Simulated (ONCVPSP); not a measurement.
tungsten (W), ONCV: configuration errors across variants

```json
{
 "Element": "W (Z = 74)",
 "Generator": "ONCVPSP 4.0.1",
 "Type": "optimised norm-conserving Vanderbilt (ONCV)",
 "Functional": "LDA (Perdew-Zunger)",
 "Relativity": "scalar-relativistic",
 "Frozen core": "[Kr] 4d10 4f14",
 "Valence charge": "14",
 "Reference configuration": "5s2 5p6 5d4 6s2",
 "Partial waves": "5s+6s: rc 1.75 bohr, ncon 4, nbas 8, qcut 6.1 1/bohr, 3 projectors, debl 3.7 Ha; 5p: rc 2.05 bohr, ncon 4, nbas 7, qcut 5.9 1/bohr, 2 projectors, debl 2 Ha; 5d: rc 1.75 bohr, ncon 3, nbas 8, qcut 6 1/bohr, local",
 "Local potential": "the d channel",
 "Core correction": "none"
}
```

All-electron excitation energies from the reference (eV): (1) 5s2 5p6 5d4 6s1 9.133; (2) 5s2 5p6 5d4 6s0 25.160; (3) 5s2 5p6 5d3 6s0 50.865; (4) 5s2 5p6 5d3 6s2 6p1 4.101.

4 further variants failed, have other tests or too few solved ones, and are left out.

Errors AE − PS in meV (a dash: test not solved or not reliable):

```json
{"change": "base", "(1)": "-2.9", "(2)": "-7.5", "(3)": "-12", "(4)": "+2.2", "bound ghosts": "none", "GHOST(+) flags above zero": "none"}
{"change": "s: rc 1.84", "(1)": "-3.1", "(2)": "-8.6", "(3)": "-13", "(4)": "+2.2", "bound ghosts": "none", "GHOST(+) flags above zero": "none"}
{"change": "s: rc 2.06", "(1)": "-3.5", "(2)": "-10", "(3)": "-14", "(4)": "+2.2", "bound ghosts": "none", "GHOST(+) flags above zero": "none"}
{"change": "s: rc 2.4", "(1)": "-3.8", "(2)": "-13", "(3)": "-16", "(4)": "+2.2", "bound ghosts": "none", "GHOST(+) flags above zero": "none"}
{"change": "s: rc 2.54", "(1)": "-3.9", "(2)": "-13", "(3)": "-17", "(4)": "+2.3", "bound ghosts": "none", "GHOST(+) flags above zero": "none"}
```

**Question.** Give the same row for: s: rc 2.2.

**Answer.** -3.6, -11, -14, +2.2; bound ghosts: none; GHOST(+) flags above zero: s.
